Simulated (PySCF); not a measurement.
SMILES [CH3][Ge]([CH3])([CH3])[Si](Cl)(Cl)Cl (C3H9Cl3GeSi), singlet, GFN2-xTB optimised geometry.

```
17

Si    -1.08    -1.80    -1.94
Cl    -0.31    -3.67    -2.08
Cl    -0.55    -0.79    -3.62
Cl    -3.10    -1.96    -1.94
Ge    -0.31    -0.69     0.00
C     -0.98     1.17     0.00
C      1.68    -0.69     0.00
C     -0.98    -1.65     1.60
H     -0.63     1.70     0.88
H     -0.63     1.71    -0.88
H     -2.06     1.19     0.00
H      2.06    -1.71    -0.01
H      2.06    -0.18    -0.87
H      2.06    -0.20     0.89
H     -0.64    -1.16     2.51
H     -2.06    -1.67     1.61
H     -0.62    -2.68     1.62
```

Density from PBE0/def2-SVP (PySCF 2.14.0) at that geometry.

Minimum of the electron density along straight lines between bonded atoms, close to the bond critical point (lines longer than 1.1 times the sum of covalent radii, or with two minima, are not listed):

```json
[
 {"bond": "Si1–Cl2", "length / Å": "2.026", "ρ at the minimum / e bohr⁻³": "0.098", "∇²ρ there / e bohr⁻⁵": "0.31", "position (fraction from the first atom)": "0.37"},
 {"bond": "Si1–Cl3", "length / Å": "2.026", "ρ at the minimum / e bohr⁻³": "0.098", "∇²ρ there / e bohr⁻⁵": "0.31", "position (fraction from the first atom)": "0.37"},
 {"bond": "Si1–Cl4", "length / Å": "2.026", "ρ at the minimum / e bohr⁻³": "0.098", "∇²ρ there / e bohr⁻⁵": "0.31", "position (fraction from the first atom)": "0.37"},
 {"bond": "Si1–Ge5", "length / Å": "2.361", "ρ at the minimum / e bohr⁻³": "0.096", "∇²ρ there / e bohr⁻⁵": "-0.11", "position (fraction from the first atom)": "0.53"},
 {"bond": "Ge5–C6", "length / Å": "1.983", "ρ at the minimum / e bohr⁻³": "0.122", "∇²ρ there / e bohr⁻⁵": "0.04", "position (fraction from the first atom)": "0.47"},
 {"bond": "Ge5–C7", "length / Å": "1.983", "ρ at the minimum / e bohr⁻³": "0.122", "∇²ρ there / e bohr⁻⁵": "0.04", "position (fraction from the first atom)": "0.47"},
 {"bond": "Ge5–C8", "length / Å": "1.983", "ρ at the minimum / e bohr⁻³": "0.122", "∇²ρ there / e bohr⁻⁵": "0.04", "position (fraction from the first atom)": "0.47"},
 {"bond": "C6–H9", "length / Å": "1.087", "ρ at the minimum / e bohr⁻³": "0.272", "∇²ρ there / e bohr⁻⁵": "-0.98", "position (fraction from the first atom)": "0.63"},
 {"bond": "C6–H10", "length / Å": "1.086", "ρ at the minimum / e bohr⁻³": "0.273", "∇²ρ there / e bohr⁻⁵": "-0.99", "position (fraction from the first atom)": "0.63"},
 {"bond": "C6–H11", "length / Å": "1.086", "ρ at the minimum / e bohr⁻³": "0.273", "∇²ρ there / e bohr⁻⁵": "-0.99", "position (fraction from the first atom)": "0.63"},
 {"bond": "C7–H12", "length / Å": "1.086", "ρ at the minimum / e bohr⁻³": "0.273", "∇²ρ there / e bohr⁻⁵": "-0.99", "position (fraction from the first atom)": "0.63"},
 {"bond": "C7–H13", "length / Å": "1.086", "ρ at the minimum / e bohr⁻³": "0.273", "∇²ρ there / e bohr⁻⁵": "-0.99", "position (fraction from the first atom)": "0.63"},
 {"bond": "C7–H14", "length / Å": "1.087", "ρ at the minimum / e bohr⁻³": "0.272", "∇²ρ there / e bohr⁻⁵": "-0.98", "position (fraction from the first atom)": "0.63"},
 {"bond": "C8–H15", "length / Å": "1.087", "ρ at the minimum / e bohr⁻³": "0.272", "∇²ρ there / e bohr⁻⁵": "-0.98", "position (fraction from the first atom)": "0.63"},
 {"bond": "C8–H16", "length / Å": "1.086", "ρ at the minimum / e bohr⁻³": "0.273", "∇²ρ there / e bohr⁻⁵": "-0.99", "position (fraction from the first atom)": "0.63"},
 {"bond": "C8–H17", "length / Å": "1.086", "ρ at the minimum / e bohr⁻³": "0.273", "∇²ρ there / e bohr⁻⁵": "-0.99", "position (fraction from the first atom)": "0.63"}
]
```
